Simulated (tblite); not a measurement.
Compound: C3H4F3O3S (charge -1).
Z-matrix (Å and degrees, GFN2-xTB geometry), rows numbered from 1:
```
O 
S   1  1.4592
O   2  1.4593  1  113.97
O   2  1.4561  1  114.37  3  -134.27
C   2  1.8544  1  103.29  3   111.34
C   5  1.5059  2  101.37  1   -59.58
C   6  1.5057  5  114.26  2   179.99
F   7  1.3543  6  113.13  5   179.74
F   7  1.3481  6  113.66  5   -60.51
F   7  1.3480  6  113.63  5    60.01
H   5  1.0845  2  108.19  1  -179.13
H   5  1.0844  2  108.15  1    59.98
H   6  1.0926  5  107.88  2    58.13
H   6  1.0928  5  107.84  2   -58.10
```

Level: GFN2-xTB in tblite, geometry and Hessian alike; calculated harmonic values, unscaled, isolated species. This tight-binding method is rough: wavenumbers can miss measured ones by several per cent, in bad cases by 10 to 20. One conformer, not necessarily the lowest.

Harmonic wavenumbers (cm⁻¹): 38.7, 50.3, 103.9, 112.0, 173.3, 271.4, 288.4, 337.6, 383.0, 472.4, 476.2, 478.3, 508.0, 516.0, 588.3, 691.6, 762.1, 812.4, 854.2, 964.5, 980.9, 1015.8, 1104.4, 1116.9, 1125.9, 1159.2, 1170.1, 1185.8, 1225.2, 1277.1, 1440.7, 1446.3, 2981.8, 2988.3, 3035.6, 3044.9.

A = 2641, B = 546.2, C = 545.1 MHz; mass 176.983 u (most abundant isotopes); point group Cs, symmetry number 1.

Q: What is the zero-point energy?

A: Half the sum of the wavenumbers: 17591 cm⁻¹ = 50.29 kcal/mol.

Q: Give the ideal-gas entropy at 350 K and 1 bar in the rigid-rotor, harmonic-oscillator model (classical rotation).

A: Translation 42.24, rotation 30.87, vibration 35.07: S = 108.2 cal/(mol K).

Q: And Cp and H(350 K) − H(0)?

A: Cp = 41.82 cal/(mol K), of which vibrations give 33.88 (their classical limit is 36 R = 71.5); H(350 K) − H(0) = 9.00 kcal/mol without the zero-point energy, 6.22 from vibrations.

Q: Which modes carry the vibrational entropy at 350 K?

A: 38.7 cm⁻¹: 5.64; 50.3 cm⁻¹: 5.12; 103.9 cm⁻¹: 3.69; 112.0 cm⁻¹: 3.55; 173.3 cm⁻¹: 2.70; 271.4 cm⁻¹: 1.87 cal/(mol K); the other 30 give 12.50 together.

Q: Blend soft modes into free rotors: weight 1/[1 + (100 cm⁻¹/ν̃)⁴] for the oscillator and the rest for a rotor with moment μB/(μ + B), μ = h/(8π²ν), B = 10⁻⁴⁴ kg m². What vibrational entropy results?

A: 31.50 cal/(mol K) in place of 35.07, which changes −T·S at 350 K by +1.25 kcal/mol.

Hindered rotation and anharmonicity are outside this model. Other conformers, if any are populated, would add a mixing term that is left out.
